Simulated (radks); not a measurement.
Problem. Numerical settings for the cadmium ion Cd3+, [Kr] 4d9. All-electron calculation, scalar-relativistic Kohn-Sham, PBE, spin-polarised, spherical densities, finite nucleus; open shells are filled with parallel spins first (spin-orbit coupling, left out, can overturn this in heavy ions); Fermi nuclear charge, rms radius 4.6087 fm. Program: a radial shooting solver on a logarithmic mesh with Libxc functionals. The defaults (mesh step 0.008 in ln r, mesh end at 40 bohr or more with all orbitals vanishing there, Anderson mixing 0.5 over 9 steps, residual threshold near 1e-9 with the energy settled to 1e-9 hartree or 1e-11 of itself, here a cap of 68 iterations) give E = -5592.1680 hartree and 4d at -45.408 eV in 15 iterations. Run on one thread of a shared host, so times are rough (Intel(R) Xeon(R) 6975P-C): 0.15 s of CPU time, 0.15 s wall, 15 iterations on 2189 mesh points. One setting is changed at a time: mesh step in ln r 0.02; mesh step in ln r 0.003; mesh step in ln r 0.12; mesh end (bohr) 5; mesh end (bohr) 20; residual threshold 0.001; residual threshold 0.1; mixing 0.05; linear mixing, mixing 0.2; linear mixing, mixing 0.05; mixing history 20; iteration cap 3. Which runs fail to converge, and which converge to a wrong energy?

Solution. Not converged within the cap: mesh step in ln r 0.12; linear mixing, mixing 0.2; linear mixing, mixing 0.05; iteration cap 3. No run marked as converged misses the energy by more than 1 mhartree.
